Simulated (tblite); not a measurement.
Isomers of C6H4NO (doublet state). Computed with GFN2-xTB (tblite): harmonic, unscaled wavenumbers at the GFN2-xTB geometry, gas phase. The method is semi-empirical: single wavenumbers can be off by several per cent or more. One conformer each. Open shells enter through the occupations alone, without spin polarisation, and single modes of such species can be off by tens of per cent.

Electronic energies: GFN2-xTB at the same geometries; isomer energies are rough at this level and their order can be wrong.

```csv
SMILES,"electronic energy, lowest = 0 (kcal/mol)"
[C]#Cc1nc(C)co1,0.0
C#CC#CCN[C]=O,12.8
C#CC#CC[N]C=O,14.9
```

Question: How do GFN2-xTB zero-point energies change the relative energies?

Answer: 
```csv
SMILES,ZPE (kcal/mol),of it from modes above 1550 cm⁻¹,electronic (kcal/mol),"with ZPE, lowest = 0 (kcal/mol)",lowest mode (cm⁻¹),rings
[C]#Cc1nc(C)co1,50.7,20.5,0.0,0.0,50,1
C#CC#CCN[C]=O,48.7,27.4,12.8,10.8,31,0
C#CC#CC[N]C=O,47.2,25.4,14.9,11.4,47,0
```

The zero-point energies span 3.5 kcal/mol, from `C#CC#CC[N]C=O` to `[C]#Cc1nc(C)co1`. The order is unchanged.

Question: What do entropy and thermal enthalpy add at 298.15 K and 1 bar (rigid rotor, harmonic oscillator, one conformer each)?

Answer: 
```json
{"SMILES": "[C]#Cc1nc(C)co1", "point group": "C1", "symmetry number": "1", "S (cal/(mol K))": "87.1", "H − H(0) (kcal/mol)": "5.24", "ZPE + H − H(0) − TS (kcal/mol)": "30.0"}
{"SMILES": "C#CC#CCN[C]=O", "point group": "C1", "symmetry number": "1", "S (cal/(mol K))": "95.1", "H − H(0) (kcal/mol)": "6.22", "ZPE + H − H(0) − TS (kcal/mol)": "26.6"}
{"SMILES": "C#CC#CC[N]C=O", "point group": "C1", "symmetry number": "1", "S (cal/(mol K))": "94.0", "H − H(0) (kcal/mol)": "6.14", "ZPE + H − H(0) − TS (kcal/mol)": "25.3"}
```

S holds R ln(2S + 1) for the spin.
